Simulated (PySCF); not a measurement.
## SMILES O=C(O)C(F)=C1CC1, C5H5FO2

Molfile (atoms numbered from 1):
```
C5H5FO2
     RDKit          3D

 13 13  0  0  0  0  0  0  0  0999 V2000
    1.6773    0.1316    1.6036 O   0  0  0  0  0  0  0  0  0  0  0  0
    1.8203   -0.1497    0.4525 C   0  0  0  0  0  0  0  0  0  0  0  0
    2.9957   -0.4199   -0.0980 O   0  0  0  0  0  0  0  0  0  0  0  0
    0.7071   -0.2362   -0.5227 C   0  0  0  0  0  0  0  0  0  0  0  0
    1.0580   -0.5727   -1.7581 F   0  0  0  0  0  0  0  0  0  0  0  0
   -0.5427    0.0028   -0.1963 C   0  0  0  0  0  0  0  0  0  0  0  0
   -1.4973    0.3663    0.8353 C   0  0  0  0  0  0  0  0  0  0  0  0
   -1.9419    0.0937   -0.5911 C   0  0  0  0  0  0  0  0  0  0  0  0
    3.6599   -0.3418    0.5909 H   0  0  0  0  0  0  0  0  0  0  0  0
   -1.7241   -0.3727    1.5996 H   0  0  0  0  0  0  0  0  0  0  0  0
   -1.4954    1.3932    1.1918 H   0  0  0  0  0  0  0  0  0  0  0  0
   -2.2450    0.9368   -1.2073 H   0  0  0  0  0  0  0  0  0  0  0  0
   -2.4763   -0.8301   -0.7992 H   0  0  0  0  0  0  0  0  0  0  0  0
  1  2  2  0
  2  3  1  0
  2  4  1  0
  4  5  1  0
  4  6  2  3
  6  7  1  0
  7  8  1  0
  8  6  1  0
  3  9  1  0
  7 10  1  0
  7 11  1  0
  8 12  1  0
  8 13  1  0
M  END
```

Method: PySCF 2.14.0, UKS BHandHLYP/def2-SVP four-point reorganisation energy, gas phase. Geometry: BHandHLYP/def2-SVP.

Task: What is the inner reorganisation energy for hole transfer, with the ionisation energy?

Result: λ = 0.362 (surface of the oxidised species) + 0.384 (surface of the starting species) = 0.746 eV. The ionisation energy is 9.70 eV vertical and 9.34 eV adiabatic without zero-point energy; at the relaxed geometry of the oxidised species the two energies differ by 8.96 eV. Largest bond changes: C4–C6 1.314 → 1.391 Å, C4–F5 1.328 → 1.268 Å, C2–O3 1.326 → 1.298 Å, C2–C4 1.482 → 1.506 Å, C6–C7 1.452 → 1.436 Å. ⟨S²⟩ of the relaxed oxidised species 0.759.
